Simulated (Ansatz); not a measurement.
This geometry of C2H10BClSi2 (16 atoms, charge 0, multiplicity 1) is a first-order saddle point.

The calculation used Ansatz 0.2.0, RKS PBE0-D4/6-31G*.

```xyz
16
Properties=species:S:1:pos:R:3
C 0.624 -2.221 -0.152
Si 0.948 -0.777 -1.339
B 0.656 1.050 -0.505
Cl 0.871 2.453 -1.567
C 0.188 1.292 0.948
Si -1.713 1.197 0.940
H 1.524 -2.828 -0.013
H -0.165 -2.876 -0.536
H 0.306 -1.871 0.836
H 0.072 -0.891 -2.545
H 2.356 -0.827 -1.840
H 0.457 2.275 1.352
H 0.519 0.503 1.636
H -2.163 -0.087 0.332
H -2.284 2.324 0.157
H -2.219 1.261 2.339
```

(1) Which two structures does it join? (They come from a converged band through this point; their orientation in space is the band's.)

(2) How far does it lie above each of them?

Results:

(1) No bond is made or broken. The dihedral H9–C1–Si2–B3 goes from -60 to 61°. The two ends are copies of one structure, up to a mirror image or an exchange of like atoms.

Image 0:

```xyz
16
Properties=species:S:1:pos:R:3
C 0.857 -2.132 -0.013
Si 1.190 -0.698 -1.195
B 0.611 1.096 -0.444
Cl 0.827 2.513 -1.486
C -0.065 1.290 0.932
Si -1.935 1.040 0.678
H 1.188 -3.083 -0.443
H -0.213 -2.219 0.207
H 1.387 -1.993 0.935
H 0.488 -0.933 -2.494
H 2.652 -0.625 -1.504
H 0.064 2.290 1.362
H 0.237 0.527 1.661
H -2.200 -0.273 0.026
H -2.491 2.120 -0.179
H -2.621 1.058 2.000
```

Image 8:

```xyz
16
Properties=species:S:1:pos:R:3
C 0.615 -2.207 -0.180
Si 0.938 -0.769 -1.361
B 0.666 1.044 -0.491
Cl 0.906 2.472 -1.513
C 0.196 1.252 0.966
Si -1.707 1.207 0.954
H 1.283 -2.162 0.687
H 0.778 -3.169 -0.676
H -0.417 -2.190 0.186
H 0.041 -0.876 -2.553
H 2.342 -0.838 -1.872
H 0.486 2.215 1.402
H 0.503 0.433 1.629
H -2.190 -0.051 0.318
H -2.249 2.365 0.195
H -2.213 1.253 2.353
```

(2) 5.7 kJ/mol above the first and 5.7 kJ/mol above the second. This is the barrier of this one path; another mechanism may lie lower.

The run took 3.8 min on 2 threads of Intel(R) Xeon(R) Platinum 8488C (Sapphire Rapids), on a shared host, peak memory 0.35 GiB.
